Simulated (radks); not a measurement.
The numbers below are computed, except where a source is named.
Cs LII, 4 electrons, occupied as [He] 2s2.

Level of theory: Dirac Kohn-Sham, relativistic LDA (MacDonald-Vosko exchange, VWN5 correlation), spin-unpolarised, spherical densities, finite nucleus; Fermi nuclear charge, rms radius 4.8041 fm (a radial shooting solver on a logarithmic mesh with Libxc functionals).

Energy parts (eV):
total: -104788.34
kinetic: 114327.68
electron-nucleus: -221924.22
Hartree: 3754.08
exchange-correlation: -945.89

Orbitals (lengths in bohr, moments of r in powers of bohr; <r^-3> diverges for s and p1/2):
orbital  occ.  eigenvalue (eV)      <r^2>  <r^-3>  small-component weight
1s1/2       2        -40744.84  0.0009225       -                4.11e-02
2s1/2       2        -9875.738    0.01319       -                9.95e-03

The highest occupied level is 2s1/2 at -9875.7 eV. The electron density at the nucleus is 2.892e+05 e/bohr^3. Summed over all electrons, <r^2> = 0.02822 bohr^2, which gives a Langevin (diamagnetic) susceptibility term of -0.0224 x 10^-6 cm^3/mol. The density falls to 0.001 e/bohr^3 at r = 0.38 bohr. For comparison, the ionisation energy in NIST's Atomic Spectra Database is 9974 eV (theoretical). In exact Kohn-Sham theory the highest level is minus the ionisation energy, but local and semilocal functionals leave it too shallow, through self-interaction and a potential that decays too fast; potentials with the right tail come closer.
